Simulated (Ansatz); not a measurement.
Ansatz (a program for electronic structure) input (B2PLYP/def2-TZVPD):

Ansatz 0.2 input:
```yaml
crystal:
  periodic: [false, false, false]
  atoms:
    - {symbol: La, position_ang: [0.23714265, 0.15670116, 0.03991453]}
    - {symbol: F, position_ang: [-1.29457714, 0.64011785, -1.35774548]}
    - {symbol: F, position_ang: [-0.20732629, -1.63255851, 1.10495345]}
basis:
  gaussian:
    orbitals: def2-TZVPD
hamiltonian:
  xc: {name: B2PLYP}
magnetization: {spin_polarized: true, initial_magnetization: 1}
correlation: {electrons: outside_noble_gas}
```

Output:

```
Functional definition: B2PLYP
integrals: 0.10 GiB planned
878 factors; integrals over basis functions are off by at most 5.4e-4 eV
mean field: 0.57 GiB planned
mean field evaluation 1: about -6281.5136 eV, gradient 4.2e1 eV
mean field evaluation 2: about -6281.5438 eV, gradient 4.2e1 eV
mean field evaluation 4: about -6287.5745 eV, gradient 1.7e0 eV
mean field evaluation 8: about -6287.6389 eV, gradient 2.8e-1 eV
mean field evaluation 16: about -6287.6427 eV, gradient 6.8e-3 eV
mean field evaluation 32: about -6287.2306 eV, gradient 2.8e0 eV
mean field -6287.64272745 eV, -231.0666083165 hartree, gradient 5.5e-6 eV, S^2 0.750609; 6 other end points of the search recorded, 0 dependent functions left out
6 core orbitals not correlated, not the lowest: weight in the atoms' cores, before any rotation towards them, 0.856 or more for the frozen orbitals, at most 0.119 for the correlated occupied ones
reference -6287.64287958 eV, -231.0666139070 hartree; 9, 8 occupied and 108, 109 virtual orbitals, 878 factors
second order -18.63429906 eV of doubles, -0.00000000 eV of singles
Total energy: -6292.67414032 eV, -231.2515093291 hartree
```

The spin state was set by rule; other spins were not relaxed.
